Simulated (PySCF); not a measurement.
C3H7NSi, SMILES N(C=C=C)[SiH3]. Atoms are numbered in the order given.

```xyz
12

C     -0.7745     2.4072     0.0000
C      0.1858     1.5127     0.0000
C      1.1489     0.6112     0.0000
N      0.9587    -0.7757     0.0000
Si    -0.6098    -1.5443     0.0000
H     -1.1945     2.7994    -0.9354
H     -1.1945     2.7994     0.9354
H      2.1914     0.9517     0.0000
H      1.8055    -1.3280     0.0000
H     -1.4037    -1.1749     1.2075
H     -0.3353    -3.0093     0.0000
H     -1.4037    -1.1749    -1.2075
```

Geometry optimised at ωB97X-D3(BJ)/def2-SVP. This is a generated structure with no PubChem entry under its InChIKey; it may be hypothetical. One conformer was computed; it need not be the lowest.

These are TDDFT-PBE/def2-SVPD run with PySCF 2.14.0 values and carry that method's errors.

Vertical excitations.  State labels are in the subgroup Cs.

Computed excitation energies, oscillator strengths and character:
```csv
state,symmetry,energy (eV),λ (nm),f,main pairs
S1,A",3.76,330,0.000,HOMO→LUMO 100 %
S2,A",4.84,256,0.000,HOMO→LUMO+2 100 %
S3,A",5.22,237,0.002,HOMO→LUMO+3 100 %
S4,A",5.45,228,0.000,HOMO→LUMO+4 99 %
S5,A',5.55,224,0.146,"HOMO→LUMO+1 74 %, HOMO→LUMO+7 13 %"
S6,A",5.70,218,0.000,HOMO→LUMO+5 100 %
S7,A",5.94,209,0.000,HOMO→LUMO+6 100 %
S8,A',6.10,203,0.110,"HOMO→LUMO+7 42 %, HOMO−1→LUMO 41 %, HOMO−1→LUMO+2 14 %"
S9,A',6.40,194,0.240,"HOMO→LUMO+7 40 %, HOMO−1→LUMO+2 19 %, HOMO→LUMO+1 18 %, HOMO−1→LUMO 14 %"
S10,A",6.44,192,0.001,"HOMO−1→LUMO+1 74 %, HOMO−2→LUMO 26 %"
T1,A",3.46,358,0,HOMO→LUMO 99 %
T2,A',4.02,308,0,HOMO→LUMO+1 94 %
T3,A',4.49,276,0,HOMO−1→LUMO 90 %
T4,A",4.69,264,0,HOMO→LUMO+2 98 %
```
Triplets are in the Tamm–Dancoff approximation, which puts them higher than full response would, so one can lie above its singlet here.
